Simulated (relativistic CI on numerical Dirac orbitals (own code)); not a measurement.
## Transition arrays of Xe¹¹⁺

These numbers are calculated, not measured: Dirac-Coulomb-Breit CI, KLI orbitals optimised for each configuration, model QED, valence Slater integrals scaled by 0.9, whole transition arrays (own radial code, finite nucleus).

Configuration list (outside the closed core [Ar] 3d10 4s2): 4p6 4d7, 4p6 4d6 4f, 4p5 4d8, 4p6 4d6 5p, 4p6 4d6 5f. Levels of other configurations are missing.

All E1 lines from the levels of 4p6 4d7; mean and standard deviation are weighted by gf, and upper levels are sorted by their leading configuration.

| Upper configuration | Lines | Σgf | Mean (eV) | Mean (nm) | σ (eV) | Strongest line (nm) |
| --- | --- | --- | --- | --- | --- | --- |
| 4p6 4d6 4f | 3036 | 1158.7 | 115.41 | 10.743 | 2.82 | 10.723 |
| 4p5 4d8 | 236 | 22.3 | 116.09 | 10.680 | 9.94 | 10.501 |
| 4p6 4d6 5p | 1737 | 114.7 | 101.74 | 12.186 | 3.99 | 10.757 |
| 4p6 4d6 5f | 2825 | 6.4 | 161.92 | 7.657 | 2.78 | 7.576 |

Σgf per state of the lower configuration in bins of 0.1 nm over the central range (centre: value): 10.05: 0.04, 10.15: 0.06, 10.25: 0.05, 10.35: 0.32, 10.45: 0.31, 10.55: 0.88, 10.65: 1.40, 10.75: 3.98, 10.85: 1.88, 10.95: 0.47, 11.05: 0.12, 11.15: 0.08, 11.25: 0.09, 11.95: 0.05, 12.05: 0.09, 12.15: 0.08, 12.25: 0.19, 12.35: 0.22, 12.45: 0.13.

Q: How do configuration mixing and the scaling of the Slater integrals move the arrays?

A: Slater scale 0.9, no configuration mixing: 4p6 4d6 4f 111.9 ± 4.4 eV (Σgf 918.6), 4p5 4d8 99.3 ± 7.7 eV (Σgf 199.2), 4p6 4d6 5p 100.7 ± 2.2 eV (Σgf 113.2), 4p6 4d6 5f 162.3 ± 2.5 eV (Σgf 7.1); Slater scale 1: 4p6 4d6 4f 117.7 ± 2.9 eV (Σgf 1186.0), 4p5 4d8 118.6 ± 10.2 eV (Σgf 22.6), 4p6 4d6 5p 101.2 ± 3.0 eV (Σgf 109.7), 4p6 4d6 5f 162.0 ± 3.0 eV (Σgf 8.5); Slater scale 0.8: 4p6 4d6 4f 113.1 ± 2.6 eV (Σgf 1136.5), 4p5 4d8 113.6 ± 9.6 eV (Σgf 22.1), 4p6 4d6 5p 101.2 ± 3.0 eV (Σgf 114.2), 4p6 4d6 5f 161.9 ± 2.5 eV (Σgf 4.9). With mixing, levels are counted to their leading configuration, so an array can shrink or vanish into another, and the sums then hold other lines.
